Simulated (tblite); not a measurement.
Species: C7H5O2 (doublet state).
SMILES with atom numbers: `[O:1]=[C:2][c:3]1[cH:4][cH:5][cH:6][c:7]([OH:8])[cH:9]1` (hydrogens: H10 on C4; H11 on C5; H12 on C6; H13 on O8; H14 on C9)
Bond orders are those of one Lewis drawing.

Computed with GFN2-xTB (tblite), gas phase: L-BFGS steps from a force-field or distance-geometry start until the largest atomic force falls under 0.01 eV/Å.

Geometry at step 11:
```
atom  x, y, z in Å
O1     -2.9836   -2.1047    0.3376
C2     -2.1549   -1.3384    0.0298
C3     -1.1394   -0.4994   -0.1811
C4     -1.2457    0.9285   -0.0878
C5     -0.1217    1.6955    0.0737
C6      1.1445    1.1134    0.0494
C7      1.2716   -0.2603   -0.1985
O8      2.5497   -0.7782   -0.2150
C9      0.1693   -1.0660   -0.3589
H10    -2.2228    1.3699    0.0065
H11    -0.2330    2.7539    0.2929
H12     2.0486    1.6849    0.1941
H13     2.6725   -1.3653    0.5372
H14     0.2441   -2.1342   -0.5021
```

Question: What forces act on the atoms?

Answer: 
```
atom  Fx (eV/Å)  Fy (eV/Å)  Fz (eV/Å)
  O1      0.060      0.119     -0.208
  C2     -0.174     -0.003      0.005
  C3      0.090      0.081     -0.010
  C4     -0.078      0.030      0.410
  C5     -0.010     -0.038      0.029
  C6      0.003      0.041     -0.198
  C7      0.026      0.036      0.199
  O8     -0.002      0.049     -0.072
  C9      0.103     -0.031      0.231
 H10     -0.103     -0.014     -0.065
 H11      0.075     -0.194     -0.229
 H12     -0.117      0.026      0.017
 H13     -0.029     -0.167     -0.136
 H14      0.156      0.066      0.027
```

The largest, 0.42 eV/Å, acts on C4; the rms over all components is 0.123 eV/Å. The forces sum to zero within rounding, as they must for an isolated molecule in no field.

Question: Give the force on C4 in Eh/bohr and in nN.

Answer: 0.418 eV/Å ÷ 51.422 = 0.00814 Eh/bohr, and 0.418 eV/Å × 1.602 = 0.67 nN.

Question: How far is this geometry from the end of the optimisation?

Answer: 0.339 eV above it, and 0.287 Å rms away after alignment. The bonds farthest from their final lengths, with half the difference of the two atoms' forces along the bond (positive lengthens):

```
  bond  now (Å)  final (Å)  force along bond (eV/Å)
 C7–O8    1.379      1.359                    -0.01
C5–H11    1.087      1.080                    -0.11
 C3–C9    1.437      1.434                    +0.01
C6–H12    1.079      1.076                    -0.04
 C5–C6    1.394      1.391                    -0.01
O8–H13    0.962      0.965                    +0.04
```

The angle farthest from its final value is O1–C2–C3, 173.1° against 179.2°.

What follows is the cost of the whole relaxation. Time: 0.25 s. Hardware: Arm Neoverse V2, one thread, no GPU, shared host with 96 logical CPUs at a one-minute load of 45.
